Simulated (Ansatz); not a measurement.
`[I][GaH][I]` + H–F → `[F][GaH][I]` + HI  (ligand exchange at a Ga–I bond)

Calculated with Ansatz (gas phase, PBE0-D4/def2-TZVP geometries, no zero-point term in ΔE). CCSD(T)/CBS is the MP2 limit (def2-TZVPP, def2-QZVPP) plus CCSD(T) − MP2 in def2-TZVPP, frozen cores. This one scheme is used for every species. Functionals use def2-TZVPP. Elements past krypton have def2 core potentials. For Ga, I outer-core shells are correlated without core-valence functions, which leaves a few kJ/mol of doubt a bond. Scalar relativity is left out up to krypton.

CCSD(T)/CBS gives +12.7 kcal/mol.

Question: Another level gave +12.6 kcal/mol. Which?
A. PBE0-D4/def2-TZVPP
B. LC-ωPBE/def2-TZVPP
C. BLYP/def2-TZVPP
D. revPBE-D4/def2-TZVPP

Answer: A. PBE0-D4 12.6, BLYP 6.3, revPBE-D4 10.7, LC-ωPBE 8.3 kcal/mol.

Largest T1 diagnostic among the species: 0.012.

In def2-TZVPP, CCSD(T) changes the Hartree–Fock value by +0.9 kcal/mol (the triples alone add +0.3 kcal/mol) and MP2 by +3.2 kcal/mol. From r2SCAN to r2SCAN0 (25 % exact exchange), in def2-TZVPP and without D4, ΔE moves by +1.9 kcal/mol.
